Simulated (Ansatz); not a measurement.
Cartesian coordinates in Å:
```
N -1.783 -0.587 -2.129
C -0.900 -0.644 -1.208
B -0.078 0.607 -0.744
C 0.630 0.750 0.637
C 0.711 -0.480 1.507
F 1.389 -1.484 0.829
H -1.788 0.350 -2.544
H -0.801 -1.614 -0.710
H -0.073 1.544 -1.497
H 0.091 1.544 1.180
H 1.630 1.176 0.486
H 1.255 -0.297 2.438
H -0.283 -0.866 1.754
```

Charge 0, multiplicity 1.

Problem. List the r2SCAN/def2-TZVPP orbital energies in eV (Ansatz 0.2.0). (An estimate is asked.)

Solution. The calculation gave: Occupied: -665.95, -385.55, -275.25, -273.90, -273.11, -180.73, -31.45, -23.78, -20.24, -16.72, -15.88, -13.44, -12.86, -12.51, -11.89, -10.88, -10.40, -9.77, -9.20, -8.70, -8.32, -7.98, -6.24. Lowest empty: -3.19, 0.13, 1.00, 1.62, 1.73, 2.02, 2.36, 2.56.
